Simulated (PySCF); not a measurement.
**Be2: script and output**

File input.py (PySCF 2.14):

```python
from pyscf import gto, dft

mol = gto.M(
    atom='Be 0 0 0; Be 0 0 1.92',
    basis='sbkjc',
    ecp={'Be': 'sbkjc'},
    charge=0,
    spin=0,
    verbose=4,
)
mf = dft.RKS(mol, xc='tpss')
mf.kernel()
mf.mulliken_pop()
mf.dip_moment()
print('orbital energies (hartree):', mf.mo_energy[..., max(0, mol.nelec[1]-3):mol.nelec[0]+3].round(4))
```

```bash
$ OMP_NUM_THREADS=1 python input.py
```

Output:

```
PySCF version 2.14.0

[INPUT] verbose = 4
[INPUT] num. atoms = 2
[INPUT] num. electrons = 4
[INPUT] charge = 0
[INPUT] spin (= nelec alpha-beta = 2S) = 0
[INPUT] symmetry False subgroup None
[INPUT] Mole.unit = angstrom
[INPUT] Symbol           X                Y                Z      unit          X                Y                Z       unit  Magmom
[INPUT]  1 Be     0.000000000000   0.000000000000   0.000000000000 AA    0.000000000000   0.000000000000   0.000000000000 Bohr   0.0
[INPUT]  2 Be     0.000000000000   0.000000000000   1.920000000000 AA    0.000000000000   0.000000000000   3.628274159165 Bohr   0.0

nuclear repulsion = 1.10245252275
number of shells = 8
number of NR pGTOs = 32
number of NR cGTOs = 16
basis = sbkjc
ecp = {'Be': 'sbkjc'}

******** <class 'pyscf.dft.rks.RKS'> ********
method = RKS
initial guess = minao
damping factor = 0
level_shift factor = 0
DIIS = <class 'pyscf.scf.diis.CDIIS'>
diis_start_cycle = 1
diis_space = 8
diis_damp = 0
SCF conv_tol = 1e-09
SCF conv_tol_grad = None
SCF max_cycles = 50
direct_scf = True
direct_scf_tol = 1e-13
XC library pyscf.dft.libxc version 7.0.0
    S. Lehtola, C. Steigemann, M. J.T. Oliveira, and M. A.L. Marques.,  SoftwareX 7, 1–5 (2018)
XC functionals = tpss
    J. Tao, J. P. Perdew, V. N. Staroverov, and G. E. Scuseria.,  Phys. Rev. Lett. 91, 146401 (2003)
    J. P. Perdew, J. Tao, V. N. Staroverov, and G. E. Scuseria.,  J. Chem. Phys. 120, 6898 (2004)
    J. Tao, J. P. Perdew, V. N. Staroverov, and G. E. Scuseria.,  Phys. Rev. Lett. 91, 146401 (2003)
    J. P. Perdew, J. Tao, V. N. Staroverov, and G. E. Scuseria.,  J. Chem. Phys. 120, 6898 (2004)
radial grids:
    Treutler-Ahlrichs [JCP 102, 346 (1995); DOI:10.1063/1.469408] (M4) radial grids

becke partition: Becke, JCP 88, 2547 (1988); DOI:10.1063/1.454033
pruning grids: <function nwchem_prune>
grids dens level: 3
symmetrized grids: False
atomic radii adjust function: <function treutler_atomic_radii_adjust>
small_rho_cutoff = 0
Set gradient conv threshold to 3.16228e-05
Initial guess from minao.
tot grids = 27448
init E= -1.96242418168606
  HOMO = -0.123069028606951  LUMO = -0.0743555130176108  gap/eV = 1.32556
cycle= 1 E= -1.97300175519899  delta_E= -0.0106  |g|= 0.0611  |ddm|= 2.46
  HOMO = -0.158863932780175  LUMO = -0.119296554681918  gap/eV = 1.07668
cycle= 2 E= -1.97781132327768  delta_E= -0.00481  |g|= 0.0281  |ddm|= 0.323
  HOMO = -0.151077152877908  LUMO = -0.10461835146891  gap/eV = 1.26421
cycle= 3 E= -1.97857033128499  delta_E= -0.000759  |g|= 0.00374  |ddm|= 0.665
  HOMO = -0.150913186892079  LUMO = -0.104268191942645  gap/eV = 1.26927
cycle= 4 E= -1.97859251948317  delta_E= -2.22e-05  |g|= 0.000152  |ddm|= 0.0525
  HOMO = -0.150978176334985  LUMO = -0.104275819069325  gap/eV = 1.27084
cycle= 5 E= -1.97859254961168  delta_E= -3.01e-08  |g|= 4.32e-06  |ddm|= 0.00194
  HOMO = -0.150971718628613  LUMO = -0.104268744721837  gap/eV = 1.27085
cycle= 6 E= -1.97859254962466  delta_E= -1.3e-11  |g|= 5.83e-08  |ddm|= 4.48e-05
  HOMO = -0.150971596329233  LUMO = -0.104268688406735  gap/eV = 1.27085
Extra cycle  E= -1.97859254962466  delta_E= -8.88e-16  |g|= 9.46e-09  |ddm|= 3.04e-06
converged SCF energy = -1.97859254962466
 ** Mulliken pop  **
pop of  0 Be 2s           1.28984
pop of  0 Be 3s           0.26679
pop of  0 Be 2px          0.00000
pop of  0 Be 2py          0.00000
pop of  0 Be 2pz          0.45019
pop of  0 Be 3px          0.00000
pop of  0 Be 3py          0.00000
pop of  0 Be 3pz         -0.00682
pop of  1 Be 2s           1.28984
pop of  1 Be 3s           0.26679
pop of  1 Be 2px          0.00000
pop of  1 Be 2py          0.00000
pop of  1 Be 2pz          0.45019
pop of  1 Be 3px         -0.00000
pop of  1 Be 3py          0.00000
pop of  1 Be 3pz         -0.00682
 ** Mulliken atomic charges  **
charge of    0Be =     -0.00000
charge of    1Be =      0.00000
Dipole moment(X, Y, Z, Debye): -0.00000,  0.00000,  0.00000
orbital energies (hartree): [-0.3068 -0.151  -0.1043 -0.1043 -0.1005]
```

In short: E(SCF) = -1.978593 Eh, 6 cycles, μz(SCF) = 0.00 D.

Run time: 1 s on 1 thread of Arm Neoverse V1 (shared host).

Stability towards an unrestricted solution was not tested. The bond length is a typed value, not an optimised one.
